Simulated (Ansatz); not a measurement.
Input file for Ansatz (an electronic-structure program): R-PBE/def2-TZVPPD on H2 (SMILES [H][H]). The basis file is the Basis Set Exchange's JSON of that set.

Ansatz 0.2 input:
```yaml
crystal:
  periodic: [false, false, false]
  atoms:
    - {symbol: H, position_ang: [0.00000000, 0.00000000, 0.37198582]}
    - {symbol: H, position_ang: [-0.00000000, -0.00000000, -0.37198582]}
basis:
  gaussian:
    orbitals: def2-TZVPPD.json
hamiltonian:
  xc: {name: PBE}
scf: {lower_state_search: off}
```

Program output:

```
WARN ansatz: RAYON_NUM_THREADS=1 ignored (pool sized by the plan → 1); use --threads N
Functional definition: PBE
these checks for a lower state are left out or cut short: stability, starts, cluster_reference, orbital_swaps, neighbouring_geometries, increment
integrals: 0.00 GiB planned
118 factors; their error is unknown
mean field: 0.05 GiB planned
mean field evaluation 1: about -31.4052 eV, gradient 9.4e0 eV
mean field evaluation 2: about -31.6945 eV, gradient 3.2e0 eV
mean field evaluation 4: about -31.7359 eV, gradient 5.1e-2 eV
mean field evaluation 8: about -31.7319 eV, gradient 3.2e-3 eV
mean field -31.73186136 eV, -1.1661243963 hartree, gradient 8.3e-7 eV, S^2 0.000000; 0 other end points of the search recorded, 0 dependent functions left out
reference -31.73188223 eV, -1.1661251634 hartree; 1, 1 occupied and 33, 33 virtual orbitals, 118 factors
Total energy: -31.73188223 eV, -1.1661251634 hartree
Checks for a lower state left out: stability, starts, cluster_reference, orbital_swaps, neighbouring_geometries, increment
```

The calculation finished and met its thresholds.

Cost: about 0.17 core-seconds (a rough figure).
